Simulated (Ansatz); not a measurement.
`N[Si](N)(O)[SiH3]` + H₂O → `N[Si](N)(O)O` + SiH₄  (formal hydrolysis of the Si–Si bond)

Isolated molecules relaxed with PBE0-D4/def2-TZVP in Ansatz; ΔE leaves out vibrations. CBS: MP2 limit from def2 TZ/QZ plus the TZ coupled-cluster correction, frozen cores. This one scheme is used for every species. DFT in def2-TZVPP. Each species was taken in one conformer, which may not be the lowest.

CCSD(T)/CBS gives -30.0 kcal/mol.

Question: Another level gave -31.9 kcal/mol. Which?
A. MP2/def2-TZVPP
B. r2SCAN/def2-TZVPP
C. PBE-D4/def2-TZVPP
D. PBE0/def2-TZVPP

Answer: A. MP2/def2-TZVPP -31.9, r2SCAN -30.6, PBE-D4 -24.7, PBE0 -27.9 kcal/mol.

Largest T1 diagnostic among the species: 0.012.

From PBE to PBE0 (25 % exact exchange), in def2-TZVPP and without D4, ΔE moves by −2.3 kcal/mol. In def2-TZVPP, CCSD(T) changes the Hartree–Fock value by +6.9 kcal/mol (the triples alone add +1.0 kcal/mol) and MP2 by +5.8 kcal/mol. The D4 term adds +1.4 kcal/mol with B3LYP and +0.9 kcal/mol with PBE0; it sums over pairs of atoms, weighted by their polarisabilities, and B3LYP, whose exchange is more repulsive, gets the larger term.

B3LYP here is the variant with VWN-RPA as its local correlation; programs differ in this.
